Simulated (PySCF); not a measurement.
Calculated properties of `CC=C(OC=O)OC=O`

Species: C5H6O4.
Z-matrix (Å and degrees, GFN2-xTB geometry), rows numbered from 1:
```
C 
C   1  1.4882
C   2  1.3286  1  124.45
O   3  1.3813  2  120.23  1  -176.88
C   4  1.3366  3  121.06  2  -142.43
O   5  1.1914  4  127.22  3     5.61
O   3  1.3799  2  121.44  1     2.96
C   7  1.3357  3  121.28  2  -143.39
O   8  1.1913  7  127.33  3     4.97
H   1  1.0886  2  109.84  3  -124.52
H   1  1.0855  2  110.98  3    -3.67
H   1  1.0894  2  109.84  3   117.26
H   2  1.0785  1  117.96  3  -179.59
H   5  1.1008  4  107.49  3  -175.21
H   8  1.1013  7  107.42  3  -175.91
```

Some functional groups and rings: ester and C=C double bond.

GFN2-xTB geometry:

| Item | Value |
| --- | --- |
| Point group of the GFN2-xTB geometry | C1 |
| Rotational constants A, B, C of the GFN2-xTB geometry | 2.628, 1.348, 1.066 GHz |

**CAM-B3LYP/def2-SVPD ground state and vertical TDDFT (core frozen in the response) (PySCF)**

| Item | Value |
| --- | --- |
| Dipole moment | 2.73 D |
| HOMO energy | -8.63 eV |
| LUMO energy | 0.03 eV |
| HOMO–LUMO gap | 8.66 eV |
| Lowest singlet excitation | 5.53 eV (224 nm, f = 0.110) |
| Strongest line among the 8 lowest singlet transitions | S3 at 6.17 eV (201 nm, f = 0.243) |
| Lowest triplet excitation (Tamm–Dancoff) | 4.01 eV |
| Static isotropic polarisability | 75.9 au |
| Electronic spatial extent ⟨r²⟩ about the centre of nuclear charge | 1153 bohr² |

Monoisotopic mass (most abundant isotopes): 130.0266 u.

With B = h/(8π²I), that is 505.379 GHz u Å² over I, the principal moments of inertia are 192.3, 374.9 and 474.2 u Å² (most abundant isotopes). The principal polarisabilities are 58.3, 68.9 and 100.5 au; their mean is the isotropic value. In wavenumbers S1 is 44600 cm⁻¹ (1 eV = 8065.54 cm⁻¹). The largest Löwdin shares of the HOMO are 0.29 on C2, 0.23 on C3, 0.12 on O4 and 0.11 on O7. The rotational constants make it an asymmetric top with κ = (2B − A − C)/(A − C) = -0.64, nearer the prolate limit (−1). S1 lies 3.13 eV below the HOMO–LUMO gap; its leading configuration is HOMO→LUMO, weight 0.49, beside HOMO−2→LUMO, weight 0.27. No computed singlet falls in the visible range (750 to 380 nm, 1.65 to 3.26 eV); S1 lies 2.27 eV above its blue end.

One conformer (not necessarily the lowest) at the GFN2-xTB geometry, without solvent, vibrations or thermal averaging.
